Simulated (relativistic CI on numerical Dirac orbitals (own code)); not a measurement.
# Ir⁴⁺: L2,3 absorption edge

Computed with this model: Dirac-Coulomb-Breit CI, separate exchange-only KLI orbitals for each configuration, model QED (radiative potential, 1s self-energy scaled to tabulated hydrogen-like ionisation energies), valence Slater integrals scaled by 0.8, multiplet model of core-to-valence dipole absorption; configurations [Xe] 4f14 5d5 → [He] 2s2 2p5 3s2 3p6 3d10 4s2 4p6 4d10 4f14 5s2 5p6 5d6; 300 K; Lorentzian 3 eV and Gaussian 1 eV FWHM. Energies are those of the free ion, without screening or charge transfer. The branching ratio is the share of the lower-energy edge in the whole absorption, uncertain by about 0.02 where the edges overlap. S is read from ⟨S²⟩ = S(S + 1).

Field parameters in Wybourne normalisation: D4h B²₀ = −7Ds, B⁴₀ = 21(Dq − Dt), B⁴₄ = 21√(5/14) Dq. The field is a parameter set, without covalency.

Case D4h, 10Dq = 28450, Ds = 3000, Dt = -480 cm⁻¹, the dichroism is that of the ground state at zero temperature, magnetised by exchange field 10 meV on Sz. The dichroism I(Δm = −1) − I(Δm = +1), over the sum of the three polarisations, integrates to 0.0166 on the lower edge and 0.0311 on the upper edge. The branching ratio is 0.845.

Use the orbital sum rule with 5 holes to get ⟨Lz⟩.

For a p → d edge ⟨Lz⟩ = 2 × n_h × (sum of both integrals) in this sign convention = 0.48; the ground state itself has ⟨Lz⟩ = 0.54 and ⟨Sz⟩ = -0.36. The rule assumes one radial integral for both edges, which relativistic orbitals only approach.
